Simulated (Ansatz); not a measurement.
`O=C([SiH3])[SeH]` + `FCF` → `O=C([SiH3])C(F)F` + H₂Se  (formal exchange of groups at a C–Se bond)

Gas-phase electronic energies from Ansatz, PBE0-D4/def2-TZVP geometries. CCSD(T)/CBS adds triple-zeta CCSD(T) − MP2 to the extrapolated MP2 energy (def2 sets, frozen cores). This one scheme is used for every species. Functionals use def2-TZVPP. B3LYP here is the variant with VWN-RPA as its local correlation; programs differ in this. For Se outer-core shells are correlated without core-valence functions, which leaves a few kJ/mol of doubt a bond. Scalar relativity is left out up to krypton. Each species was taken in one conformer, which may not be the lowest.

```tsv
level	ΔE (kJ/mol)	difference from CCSD(T)/CBS
PBE-D4	41.3	15.7
r2SCAN-D4	36.0	10.4
PBE0-D4	31.0	5.4
B3LYP-D4	33.7	8.1
ωB97X-V	16.4	-9.2
ωB97M-V	17.4	-8.2
B2PLYP	31.8	6.2
PBE	40.5	14.9
r2SCAN	36.1	10.5
PBE0	30.4	4.8
B3LYP	32.0	6.4
HF/def2-TZVPP	7.4	-18.2
MP2/def2-TZVPP	33.2	7.6
SCS-MP2/def2-TZVPP	27.8	2.2
CCSD/def2-TZVPP	18.2	-7.4
CCSD(T)/def2-TZVPP	23.7	-1.9
HF/def2-QZVPP	7.8	-17.8
MP2/def2-QZVPP	34.4	8.8
SCS-MP2/def2-QZVPP	28.8	3.2
HF/CBS(def2)	7.9	-17.7
MP2/CBS(def2)	35.1	9.5
CCSD/CBS(def2)	20.1	-5.5
CCSD(T)/CBS	25.6	0
```

Largest T1 diagnostic among the species: 0.015.

In def2-TZVPP, CCSD(T) changes the Hartree–Fock value by +16.4 kJ/mol (the triples alone add +5.5 kJ/mol) and MP2 by +25.8 kJ/mol. From PBE to PBE0 (25 % exact exchange), in def2-TZVPP and without D4, ΔE moves by −10.1 kJ/mol.
